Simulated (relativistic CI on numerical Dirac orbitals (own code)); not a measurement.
**Mn3+ in a cubic cluster: 1s photoemission with charge transfer**

Computed with a charge-transfer multiplet model of a cubic metal-ligand cluster with up to 2 ligand holes, Slater and spin-orbit integrals from Dirac-Coulomb-Breit ions, Slater integrals scaled by 0.9. The ground state mixes d4 with configurations of k ligand holes L, whose averages lie at kΔ + k(k − 1)U_dd/2; a core hole lowers each added d electron by U_cd. 300 K, Lorentzian 1.1 eV and Gaussian 0.6 eV FWHM.

Atomic integrals in eV (Slater integrals scaled, ζ unscaled), ground: F2dd 10.219, F4dd 6.393, zeta_d 0.043; with the core hole: F2dd 11.738, F4dd 7.378, zeta_d 0.065, G2cd 0.062.

Cluster parameters (eV): U_dd = 6.8, U_cd = 7.8, 10Dq = 0.9, 10Dq(ligand) = 1.1, V(eg) = 2.7, V(t2g) = -1.22, final-state hopping factor = 0.9.

```
      Case   n_d    d4   d5L  d6L2     S
Δ = 4.5 eV  4.47  0.56  0.40  0.04  2.00
Δ = 6.5 eV  4.34  0.68  0.30  0.02  2.00
Δ = 7.5 eV  4.29  0.72  0.26  0.02  2.00
```

Weights, n_d and S are thermal averages at 300 K. Binding energies count from the first peak over 30 % of the highest in each spectrum, which can be another peak from case to case. The parameters are a model scan and need not match a compound or its usual spin state. Peaks in eV (height, largest 100):
- Δ = 4.5 eV: 0.0 (100), 4.7 (13), 9.9 (23)
- Δ = 6.5 eV: 0.0 (100), 4.7 (19), 9.7 (20)
- Δ = 7.5 eV: 0.0 (100), 4.7 (20), 9.6 (15)

For the case Δ = 4.5 eV, Δ = 4.5 eV is smaller than U_dd = 6.8 eV, the charge-transfer side of the Zaanen-Sawatzky-Allen scheme. With the core hole the configuration with one ligand hole lies at Δ − U_cd = -3.3, -1.3, -0.3 eV from the one without, in the order of the table; where this is negative the screened configuration lies lower, though the effective hopping of about 4.3 eV (from the holes of the mixed ground state) mixes the two strongly wherever it is as large as the gap.
